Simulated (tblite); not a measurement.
C6H13O2P.
Bonds: C1–O2, O2–C3, C3–P4, P4–C5, C5–C6, C6–O7, O7–C8, C8–C9, P4–C9. Hydrogens: H10, H11, H12 on C1; H13, H14 on C3; H15, H16 on C5; H17, H18 on C6; H19, H20 on C8; H21, H22 on C9.

Computed with GFN2-xTB (tblite), gas phase: L-BFGS steps from a force-field or distance-geometry start until the largest atomic force falls under 0.01 eV/Å.

At the end of the run (lengths in Å): P4–C5 1.862, C6–O7 1.408, C5–H15 1.094, C8–H20 1.094, C9–H21 1.092, C3–P4 1.884, C8–C9 1.530, C5–P4–C9 94.2°, C3–P4–C5 98.4°, P4–C5–C6 109.1°, C1–O2–C3 113.5°, C1–O2–C3–P4 69°, O2–C3–P4–C5 70°, C3–P4–C5–C6 154°, H15–C5–P4–C3 33°, H15–C5–C6–O7 56°.

**Question.** These geometries were met on the way; a selection of coordinates is given. Order them by energy above the end point, lowest first.
A. P4–C5 1.880, C6–O7 1.406, C5–H15 1.092, C8–H20 1.093, C9–H21 1.093, C3–P4 1.892, C8–C9 1.525, C5–P4–C9 103.3°, C3–P4–C5 94.3°, P4–C5–C6 116.7°, C1–O2–C3 114.9°, C1–O2–C3–P4 59°, O2–C3–P4–C5 47°, C3–P4–C5–C6 115°, H15–C5–P4–C3 -8°, H15–C5–C6–O7 84°
B. P4–C5 1.811, C6–O7 1.377, C5–H15 1.122, C8–H20 1.121, C9–H21 1.117, C3–P4 1.869, C8–C9 1.507, C5–P4–C9 109.8°, C3–P4–C5 108.4°, P4–C5–C6 115.1°, C1–O2–C3 109.2°, C1–O2–C3–P4 61°, O2–C3–P4–C5 33°, C3–P4–C5–C6 113°, H15–C5–P4–C3 -6°, H15–C5–C6–O7 100°
C. P4–C5 1.871, C6–O7 1.405, C5–H15 1.090, C8–H20 1.089, C9–H21 1.094, C3–P4 1.896, C8–C9 1.529, C5–P4–C9 103.0°, C3–P4–C5 99.3°, P4–C5–C6 118.3°, C1–O2–C3 111.5°, C1–O2–C3–P4 56°, O2–C3–P4–C5 43°, C3–P4–C5–C6 111°, H15–C5–P4–C3 -16°, H15–C5–C6–O7 95°
D. P4–C5 1.874, C6–O7 1.407, C5–H15 1.098, C8–H20 1.097, C9–H21 1.092, C3–P4 1.884, C8–C9 1.528, C5–P4–C9 98.7°, C3–P4–C5 97.4°, P4–C5–C6 113.7°, C1–O2–C3 114.1°, C1–O2–C3–P4 77°, O2–C3–P4–C5 56°, C3–P4–C5–C6 132°, H15–C5–P4–C3 9°, H15–C5–C6–O7 67°
E. P4–C5 1.901, C6–O7 1.412, C5–H15 1.075, C8–H20 1.077, C9–H21 1.098, C3–P4 1.908, C8–C9 1.529, C5–P4–C9 106.4°, C3–P4–C5 102.9°, P4–C5–C6 116.1°, C1–O2–C3 109.9°, C1–O2–C3–P4 55°, O2–C3–P4–C5 40°, C3–P4–C5–C6 111°, H15–C5–P4–C3 -13°, H15–C5–C6–O7 99°

**Answer.** D (0.148 eV), A (0.244 eV), C (0.395 eV), E (0.655 eV), B (1.203 eV).

| step | E above end (eV) | rms distance from the end, all atoms (Å) | largest force (eV/Å) | rms shift of all bonds from the end (Å) |
| --- | --- | --- | --- | --- |
| 43 | 0.148 | 0.395 | 0.247 | 0.005 |
| 27 | 0.244 | 0.607 | 0.120 | 0.006 |
| 9 | 0.395 | 0.671 | 0.413 | 0.005 |
| 2 | 0.655 | 0.693 | 0.840 | 0.014 |
| 0 | 1.203 | 0.696 | 3.835 | 0.022 |

Rows stand in the order of the answer.
